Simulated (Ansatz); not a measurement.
Born–Oppenheimer molecular dynamics of H$_{6}$O$_{2}$Si$_{2}$ (10 atoms, charge 0, multiplicity 1). It starts from a relaxed structure.

Level of theory: Ansatz, RKS B3LYP-D4/def2-mTZVP.

| Property | Result |
| --- | --- |
| ensemble | NVT, Nosé–Hoover chain |
| time step | 0.25 fs |
| steps asked | 150 |
| set temperature | 1500 K |
| thermostat | time constant 300 fs, chain length 5 |
| seed | 349522 |

First frame:

```xyz
10
Properties=species:S:1:pos:R:3
Si -0.041 -0.095 0.031
H 0.605 0.158 1.336
H 0.888 0.066 -1.103
O -1.270 0.988 -0.087
Si -2.477 1.502 -1.091
H -3.689 0.673 -0.895
H -2.786 2.910 -0.760
H -2.048 1.406 -2.508
O -0.565 -1.659 -0.082
H -1.071 -2.032 0.650
```

(1) What does the run give?

(2) What happens to the structure?

(3) How do temperature and energy run in time?

Answers

(1) All steps were run.

| Quantity | Value |
| --- | --- |
| steps done | 150 |
| time covered | 37.5 fs |
| mean temperature over the second half | 769 K |
| spread of the potential energy over the second half | 14.8 meV per atom |
| mean potential energy of the second half above the start | 76.1 meV per atom |

The conserved energy stayed within 0.17 meV per atom of its start (net change 0.13 meV per atom), so the integration is sound. The mean temperature of the second half is 49 % below the set value. A run of 0.037 ps of so small a system gives no equilibrium averages.

(2) The same pairs are bonded in the first frame and the last. Pairs count as bonded within 1.25 times the sum of covalent radii (0.12 Å more for H–H). Another seed would give other details.

(3) 
```csv
time (fs),T (K),potential energy less start (eV),conserved less start (meV/atom)
0,1500,0.000,0.00
1.75,1252,0.257,0.09
3.5,965,0.555,0.11
5.25,761,0.764,0.05
7,476,1.061,0.16
8.75,507,1.028,0.04
10.5,405,1.134,0.14
12.25,601,0.931,0.12
14,952,0.568,0.04
15.75,1134,0.380,0.09
17.5,1239,0.271,0.03
19.25,1005,0.515,0.13
21,955,0.567,0.09
22.75,907,0.616,0.06
24.5,764,0.765,0.12
26.25,706,0.824,0.05
28,490,1.049,0.15
29.75,594,0.941,0.10
31.5,756,0.774,0.03
33.25,702,0.830,0.14
35,831,0.697,0.05
36.75,776,0.755,0.12
```

Time of the run: 6.7 min on 2 threads of Arm Neoverse V2, on a shared host, peak memory 0.23 GiB.
